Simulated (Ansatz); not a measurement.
H₄Si₂, charge -1, doublet, geometry from GFN2-xTB (a state made from the parent by changing its charge; the spin is typed, not shown lowest) (a gas-phase anion, which may not be bound at this level). Base run: BLYP/pcseg-1 run with Ansatz (a program for electronic structure).

The Ansatz input:
Ansatz 0.2 input:
```yaml
crystal:
  periodic: [false, false, false]
  atoms:
    - {symbol: Si, position_ang: [0.02696633, 0.95926821, 0.75276090]}
    - {symbol: H, position_ang: [-0.50192017, 2.08128097, -0.05037029]}
    - {symbol: Si, position_ang: [0.00177174, -0.80446006, -0.55801974]}
    - {symbol: H, position_ang: [0.83980489, -0.89893918, -1.80874320]}
    - {symbol: H, position_ang: [-1.27554771, -1.39203457, -1.10459660]}
    - {symbol: H, position_ang: [0.53533006, -1.95762121, 0.23733386]}
basis:
  gaussian:
    orbitals: pcseg-1.json
hamiltonian:
  xc: blyp
total_charge: -1
magnetization: {spin_polarized: true, initial_magnetization: 1}
```
The basis file holds pcseg-1 in the JSON format of the Basis Set Exchange.

Variants of this job, named by their change:

| change | basis functions | E (Eh) | core-seconds (rough) |
|---|---|---|---|
| base | 56 | -581.31446 | 1 |
| basis = 3-21G | 34 | -578.22552 | 1 |
| basis = 6-31G* | (withheld) | (withheld) | 2 |
| basis = 6-31+G* | 54 | -581.30044 | 2 |
| basis = pc-1 | 56 | (withheld) | 2 |
| basis = 6-311G** | (withheld) | (withheld) | 2 |
| basis = def2-SVPD | 80 | -581.14899 | 3 |
| basis = aug-cc-pVDZ | 90 | -581.33251 | 10 |
| basis = 6-311+G(2d,p) | (withheld) | (withheld) | 3 |
| basis = pc-2 | 124 | -581.37578 | 3 |
| basis = pcseg-2 | 124 | -581.37364 | 4 |
| basis = aug-cc-pVTZ | 192 | -581.36347 | 20 |
| basis = def2-QZVP | 260 | -581.38144 | 6 |

Task: What belongs in the gaps?

Result: 
- basis = 6-31G*, basis functions: 46
- basis = 6-31G*, E (Eh): -581.28696
- basis = pc-1, E (Eh): -581.33860
- basis = 6-311G**, basis functions: 78
- basis = 6-311G**, E (Eh): -581.35189
- basis = 6-311+G(2d,p), basis functions: 94
- basis = 6-311+G(2d,p), E (Eh): -581.35966

Totals compare only among sets that treat the same electrons; sets with core potentials leave the core out.

A gas-phase anion may not be bound at this level; its values then depend on the basis.
